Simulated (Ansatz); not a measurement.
Geometry optimisation, Ansatz 0.2.0, UKS PBE/cc-pVDZ.

input.yaml

```yaml
crystal:
  periodic: [false, false, false]
  atoms:
    - { symbol: B, position_ang: [-0.081829, -0.320357, -0.352904] }
    - { symbol: H, position_ang: [0.31158, -0.425096, 2.001255] }
    - { symbol: O, position_ang: [1.07782, -0.31227, -1.072828] }
    - { symbol: H, position_ang: [1.855381, -0.405218, -0.495159] }
    - { symbol: O, position_ang: [-1.274849, -0.177461, -1.000328] }
    - { symbol: H, position_ang: [-2.020159, -0.220561, -0.375693] }
    - { symbol: "N", position_ang: [0.336683, -0.175042, 3.022059] }
    - { symbol: H, position_ang: [-0.531815, -0.598395, 3.39052] }
    - { symbol: H, position_ang: [0.117289, 0.8358, 3.016679] }
magnetization:
  spin_polarized: true
  initial_magnetization: 1
basis:
  gaussian: { orbitals: cc-pVDZ }
hamiltonian:
  xc: pbe
relax:
  f_tol: 0.03
  max_steps: 50
```

Launched with:

```bash
$ ansatz run input.yaml --threads 2 --pin off --max-ram 3072MiB --backend cpu --events-out ev --progress --plain --runs-dir out
```

Question: Where does it end, and by what steps?

Answer: The run converged. After 24 steps the energy has fallen by 0.116 eV; H6 moved furthest, 1.81 Å.

```json
{"step": "0", "energy less start (eV)": "0.0000", "largest force component (eV/Å)": "0.279", "accepted": "yes"}
{"step": "1", "energy less start (eV)": "0.0057", "largest force component (eV/Å)": "0.380", "accepted": "no"}
{"step": "2", "energy less start (eV)": "-0.0035", "largest force component (eV/Å)": "0.156", "accepted": "yes"}
{"step": "3", "energy less start (eV)": "-0.0045", "largest force component (eV/Å)": "0.149", "accepted": "yes"}
{"step": "4", "energy less start (eV)": "-0.0058", "largest force component (eV/Å)": "0.123", "accepted": "yes"}
{"step": "5", "energy less start (eV)": "-0.0077", "largest force component (eV/Å)": "0.295", "accepted": "yes"}
{"step": "6", "energy less start (eV)": "-0.0117", "largest force component (eV/Å)": "0.148", "accepted": "yes"}
{"step": "7", "energy less start (eV)": "-0.0136", "largest force component (eV/Å)": "0.146", "accepted": "yes"}
{"step": "8", "energy less start (eV)": "-0.0169", "largest force component (eV/Å)": "0.065", "accepted": "yes"}
{"step": "9", "energy less start (eV)": "-0.0153", "largest force component (eV/Å)": "0.303", "accepted": "no"}
{"step": "10", "energy less start (eV)": "-0.0194", "largest force component (eV/Å)": "0.054", "accepted": "yes"}
{"step": "11", "energy less start (eV)": "-0.0224", "largest force component (eV/Å)": "0.102", "accepted": "yes"}
{"step": "12", "energy less start (eV)": "-0.0264", "largest force component (eV/Å)": "0.232", "accepted": "yes"}
{"step": "13", "energy less start (eV)": "-0.0303", "largest force component (eV/Å)": "0.447", "accepted": "yes"}
{"step": "14", "energy less start (eV)": "-0.0396", "largest force component (eV/Å)": "0.646", "accepted": "yes"}
{"step": "15", "energy less start (eV)": "-0.0796", "largest force component (eV/Å)": "0.275", "accepted": "yes"}
{"step": "16", "energy less start (eV)": "-0.1017", "largest force component (eV/Å)": "0.087", "accepted": "yes"}
{"step": "17", "energy less start (eV)": "-0.0963", "largest force component (eV/Å)": "0.765", "accepted": "no"}
{"step": "18", "energy less start (eV)": "-0.1102", "largest force component (eV/Å)": "0.067", "accepted": "yes"}
{"step": "19", "energy less start (eV)": "-0.1137", "largest force component (eV/Å)": "0.047", "accepted": "yes"}
{"step": "20", "energy less start (eV)": "-0.1135", "largest force component (eV/Å)": "0.264", "accepted": "no"}
{"step": "21", "energy less start (eV)": "-0.1150", "largest force component (eV/Å)": "0.091", "accepted": "yes"}
{"step": "22", "energy less start (eV)": "-0.1157", "largest force component (eV/Å)": "0.094", "accepted": "yes"}
{"step": "23", "energy less start (eV)": "-0.1155", "largest force component (eV/Å)": "0.046", "accepted": "no"}
{"step": "24", "energy less start (eV)": "-0.1161", "largest force component (eV/Å)": "0.007", "accepted": "yes"}
```

```xyz
9
Properties=species:S:1:pos:R:3
B 0.543 -0.335 -0.385
H 0.407 -0.263 2.461
O 0.895 -0.428 -1.703
H 1.846 -0.623 -1.792
O -0.744 -0.067 -0.028
H -0.802 -0.039 0.957
N -0.425 -0.085 3.042
H -1.131 -0.795 2.804
H -0.799 0.836 2.779
```

Time of the run: 47 s on 2 threads of Arm Neoverse V1, with other jobs on the host, peak memory 0.14 GiB.
